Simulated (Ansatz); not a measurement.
A geometry relaxed with r2SCAN-D4/def2-TZVP (Ansatz, a program for electronic structure), charge 0, multiplicity 2:

```xyz
6

S     -2.0188    -0.4663    -0.0759
S      1.5408    -0.7451    -0.1369
H     -1.6724    -1.4004     0.8275
H     -0.1975     1.7535    -0.9574
H      2.4919     0.1600     0.1568
Ge    -0.1440     0.6985     0.1858
```

Problem. Write the SMILES of this molecule.

Solution. `[SH][GeH][SH]`
